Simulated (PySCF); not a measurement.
C2H3N3, SMILES c1nc[nH]n1.

The structure is a stationary point at PBE0-D3(BJ)/def2-SVP.

These are SMD-ωB97X/def2-SVP (PySCF) values and carry that method's errors.

Solvation free energies are E(SMD) − E(gas) at the gas-phase geometry, for 1 M in both phases. In vacuum the dipole moment is 3.01 D.

Computed solvation free energies in water, chloroform, tetrahydrofuran:
```
solvent          ΔG(solv) (kcal/mol)  its non-electrostatic (CDS) part  dipole (D)
---------------  -------------------  --------------------------------  ----------
water                          -10.4                               0.4        3.94
chloroform                     -10.4                              -2.8        3.65
tetrahydrofuran                -11.4                              -2.7        3.75
```
